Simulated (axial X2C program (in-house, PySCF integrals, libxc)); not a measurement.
## Spectroscopic constants of NbO⁺

All values were computed with an in-house all-electron X2C program for linear molecules (integrals from PySCF). Spin-free means the one-electron spin-free X2C Hamiltonian; two-component (2c) means X2C with spin–orbit coupling and atomic mean-field two-electron Coulomb and Gaunt terms, so the difference of the two also holds small scalar two-electron terms. Basis: Nb dyall-cv3z [11s12p9d5f3g], O dyall-av3z [7s6p3d2f] (cores contracted in-house); Gaussian nuclei, density fitting, unrestricted open shells. Masses: Nb 92.906 u, O 15.995 u.

Input:
```json
{"zs": [41, 8], "q": 1, "bas": ["dyall-cv3z", "dyall-av3z"], "levels": ["PBE0", "HF", "PW91"], "cc": true, "r0": 1.82, "thr": -1.0, "nmax": 90, "npts": 10, "nst": 2, "ntry": 6}
```
```bash
python so2c.py task.json out
```

Keys: zs atomic numbers; q charge; bas basis sets; levels methods; cc coupled cluster on or off; r0 starting distance in Å; thr threshold in hartree for freezing inner shells (an s shell follows its p shell); nmax most natural virtual spinors; npts points on the curve; nst determinants followed; ntry starts of the search. HF also brings MP2.

State, spin-free: M_S = 1, Λ = 0 (beyond evenly filled blocks: δ+α, δ-α); electrons by block: σα: 11, σβ: 11, π+α: 5, π+β: 5, π-α: 5, π-β: 5, δ+α: 2, δ+β: 1, δ-α: 2, δ-β: 1. Fragments: Nb+ + O.

State, 2c: Ω = 1 (⟨Sz⟩ = 1.00, ⟨Lz⟩ = 0.00 at PBE0); electrons by block: 1/2: 16, -1/2: 16, 3/2: 6, -3/2: 7, 5/2: 2, -5/2: 1. Fragments: Nb+ + O.

```csv
Hamiltonian,level,Re (Å),ωe (cm⁻¹),ωexe (cm⁻¹),De (eV),D0 (eV),μ (D)
spin-free,PBE0,1.632,1103.5,3.53,7.03,6.96,-5.04
spin-free,PW91,1.654,1050.1,3.6,8.05,7.99,-4.70
2c,PBE0,1.632,1103.7,3.52,n/a,n/a,-5.03
2c,PW91,1.654,1050.2,3.6,n/a,n/a,-4.69
```

Dipoles are positive if O is the positive end and refer to the centre of mass.

Occupations by symmetry block were frozen at the best pattern of an incomplete PBE0 search. De is counted from the lowest determinant-based energies of the atoms at the same level, without counterpoise correction. De is not given where an atomic determinant may have missed its ground term or J level, or where the truncated virtual space spoils (T). Density functionals use the spin component along the axis (collinear). Other states lie close and PBE0, whose exact exchange favours high spin, may order them wrongly; the determinant shown need not be the ground state. The nearest other spin-free determinant of the search, M_S = 0, Λ = 4, lies 0.94 eV up at the distance of the search. Without a current term, density functionals place determinants with orbital angular momentum somewhat too high. With several unpaired electrons one determinant need not be a pure state. Open-shell Ω = 0 determinants with evenly filled partner blocks cannot be reached by this program, so the Ω shown need not be the lowest component. The determinant is spin-polarised beyond a pure state at some levels (its spin-free form has ⟨S²⟩ too high), which makes Re and μ there less reliable.

No reliable constants came from CCSD (2c), CCSD (spin-free), CCSD(T) (2c), CCSD(T) (spin-free), HF (2c), HF (spin-free), MP2 (2c), MP2 (spin-free): no minimum in range, unconverged points, a curve that is not smooth, a change of character along it, or the two Hamiltonians disagreeing along it.

Rough cost a point (2c) on 1 thread(s) of a shared host, integrals apart: PBE0 2.5 s, PW91 1.3 s.

The whole task took 4.2 min on 1 thread of Arm Neoverse V1, on a shared host.
